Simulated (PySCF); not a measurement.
Successive ionisation energies of rhenium

Calculated with PySCF 2.14, two-component X2C-1e (Gaussian nucleus, no Breit or QED terms), each ion in its own even-tempered basis; GMP2 freezes the deep shells of the larger ions and drops the highest virtual spinors; eV.

```json
{"ion": "Re⁵³⁺", "configuration": "[Ar] 3d4", "GHF (spin-free)": "5064.6", "GHF (screened spin-orbit)": "5101.6", "GMP2 (screened spin-orbit)": "5102.5", "NIST": "5099 ± 5", "kind": "theoretical"}
{"ion": "Re⁵⁴⁺", "configuration": "[Ar] 3d3", "GHF (spin-free)": "5205.2", "GHF (screened spin-orbit)": "5239.3", "GMP2 (screened spin-orbit)": "5240.1", "NIST": "5236 ± 5", "kind": "theoretical"}
{"ion": "Re⁵⁵⁺", "configuration": "[Ar] 3d2", "GHF (spin-free)": "5347.6", "GHF (screened spin-orbit)": "5391.1", "GMP2 (screened spin-orbit)": "5390.8", "NIST": "5388 ± 5", "kind": "theoretical"}
{"ion": "Re⁵⁶⁺", "configuration": "[Ar] 3d1", "GHF (spin-free)": "5481.6", "GHF (screened spin-orbit)": "5530.8", "GMP2 (screened spin-orbit)": "5530.4", "NIST": "5528 ± 5", "kind": "theoretical"}
{"ion": "Re⁵⁷⁺", "configuration": "[Ar]", "GHF (spin-free)": "6032.4", "GHF (screened spin-orbit)": "5923.0", "GMP2 (screened spin-orbit)": "5924.0", "NIST": "5919 ± 6", "kind": "theoretical"}
{"ion": "Re⁵⁸⁺", "configuration": "[Ne] 3s2 3p5", "GHF (spin-free)": "6152.1", "GHF (screened spin-orbit)": "6045.5", "GMP2 (screened spin-orbit)": "6046.7", "NIST": "6042 ± 6", "kind": "theoretical"}
{"ion": "Re⁵⁹⁺", "configuration": "[Ne] 3s2 3p4", "GHF (spin-free)": "6272.6", "GHF (screened spin-orbit)": "6180.0", "GMP2 (screened spin-orbit)": "6180.4", "NIST": "6176 ± 7", "kind": "theoretical"}
{"ion": "Re⁶⁰⁺", "configuration": "[Ne] 3s2 3p3", "GHF (spin-free)": "6434.6", "GHF (screened spin-orbit)": "6304.7", "GMP2 (screened spin-orbit)": "6305.3", "NIST": "6300 ± 10", "kind": "theoretical"}
{"ion": "Re⁶¹⁺", "configuration": "[Ne] 3s2 3p2", "GHF (spin-free)": "6556.9", "GHF (screened spin-orbit)": "6816.8", "GMP2 (screened spin-orbit)": "6818.6", "NIST": "6810 ± 12", "kind": "theoretical"}
{"ion": "Re⁶²⁺", "configuration": "[Ne] 3s2 3p1", "GHF (spin-free)": "6680.6", "GHF (screened spin-orbit)": "6960.5", "GMP2 (screened spin-orbit)": "6960.5", "NIST": "6952 ± 15", "kind": "theoretical"}
{"ion": "Re⁶³⁺", "configuration": "[Ne] 3s2", "GHF (spin-free)": "7236.9", "GHF (screened spin-orbit)": "7236.2", "GMP2 (screened spin-orbit)": "7240.1", "NIST": "7230 ± 19", "kind": "theoretical"}
{"ion": "Re⁶⁴⁺", "configuration": "[Ne] 3s1", "GHF (spin-free)": "7372.5", "GHF (screened spin-orbit)": "7371.8", "GMP2 (screened spin-orbit)": "7372.6", "NIST": "7366 ± 24", "kind": "theoretical"}
```
